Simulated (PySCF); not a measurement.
Input of a run (PBE0-D3(BJ)/def2-SVP geometry optimisation, gas phase (PySCF 2.14.0)), started from GFN2-xTB:
```
{"job": {"xc": "PBE0", "basis": "def2-SVP", "d3": "d3bj", "grid": 1, "kind": "geom"}, "charge": 0, "multiplicity": 1}
C      2.706443     0.524701     0.660429
C      1.793409    -0.200858    -0.315301
P      0.167050    -0.538917     0.492202
O      0.291292    -1.295862     1.744963
C     -0.796816    -1.438997    -0.800915
C     -2.203985    -1.719320    -0.296777
C     -0.659481     1.084678     0.765750
C     -0.854496     1.965234    -0.455839
H      2.704971    -0.001768     1.613548
H      2.363717     1.543513     0.831455
H      3.727179     0.565040     0.284374
H      1.666848     0.357987    -1.241925
H      2.210460    -1.181733    -0.559506
H     -0.806835    -0.891278    -1.742721
H     -0.260301    -2.379810    -0.953584
H     -2.795894    -0.806717    -0.263602
H     -2.713583    -2.434698    -0.939796
H     -2.149518    -2.132269     0.709259
H     -0.058105     1.589489     1.526924
H     -1.617105     0.841421     1.234429
H     -1.360846     2.886877    -0.172670
H      0.100754     2.227928    -0.904226
H     -1.459910     1.462344    -1.206393
```

Output (energies in Eh, forces in Eh/bohr):
```
step   0  E = -653.46359307  max force = 0.042366
step   1  E = -653.46719978  max force = 0.003276
step   2  E = -653.46728310  max force = 0.000876
step   3  E = -653.46729763  max force = 0.000279
optimisation converged
```

Summarise the run.

The energy falls by 2.3 kcal/mol over 4 energy and gradient evaluations, the largest force component goes from 0.0424 to 2.8e-04 Eh/bohr, and the atoms move by 0.047 Å rms after alignment. The bond that changes most is P3=O4 (phosphoryl phosphorus to phosphoryl oxygen), which lengthens by 0.033 Å. Bonds longer at the end by more than 0.005 Å: 16 of 22; shorter: 3. Among the angles that change most is C1–C2–P3, from 109.6° to 111.6°. The energy never rose by more than 1e-6 Eh on the way. The first step brought 97 % of the lowering.

What are the final bond lengths?

C1–C2 1.523 Å, C2–P3 1.827 Å, P3=O4 1.502 Å, P3–C5 1.827 Å, C5–C6 1.523 Å, P3–C7 1.829 Å, C7–C8 1.521 Å, C1–H9 1.100 Å, C1–H10 1.101 Å, C1–H11 1.100 Å, C2–H12 1.102 Å, C2–H13 1.103 Å, C5–H14 1.102 Å, C5–H15 1.103 Å, C6–H16 1.101 Å, C6–H17 1.100 Å, C6–H18 1.100 Å, C7–H19 1.102 Å, C7–H20 1.102 Å, C8–H21 1.100 Å, C8–H22 1.101 Å, C8–H23 1.101 Å. Numbering counts from 1 in the input's order; the species is `CCP(=O)(CC)CC`.

The run used 191 basis functions and 29 SCF cycles in all. The run took 1.8 min on an Intel Xeon Platinum 8259CL at 2.50 GHz with one thread, no GPU, shared host with 96 logical CPUs at a one-minute load of 55, and the process peaked at 0.88 GiB of memory.

Whether it is a minimum is left open (no frequencies). One conformer, not necessarily the lowest.

Shape of the structure used: `[CH3:1][CH2:2][P:3](=[O:4])([CH2:5][CH3:6])[CH2:7][CH3:8]`: C1–C2–P3–O4 -54°, C2–P3–C5–C6 -178°, C2–P3–C7–C8 57°.
